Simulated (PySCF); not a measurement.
**How methods differ on the ionisation energy of Hg²⁺**

Hg²⁺ [Xe] 4f14 5d10 (1S) → Hg³⁺ [Xe] 4f14 5d9 (2D), as a difference of total energies. All numbers are calculated (PySCF 2.14, scalar relativity through the core potential, in def2-SVP with the def2 core potential (60 electrons) (6s3p2d1f, 32 functions)). Correlated levels: valence: 5s2 5p6 frozen. The calculations carry no spin-orbit coupling.

```
           method  ionisation energy (eV)
              UHF                  33.706
             BP86                  35.415
           r2SCAN                  35.239
    MP2 (valence)                  35.023
SCS-MP2 (valence)                  34.882
```

Problem. How much does correlation contribute at MP2 (valence)?

Solution. 35.023 − (33.706) = 1.317 eV, measured against UHF.

The reference lies between the lowest fine-structure levels, while these numbers refer to the centres of the terms.

Errors of the correlated levels include the incompleteness of this basis and the frozen core.

For comparison: 34.49 ± 0.05 eV (measured; NIST Atomic Spectra Database, ionization energies).
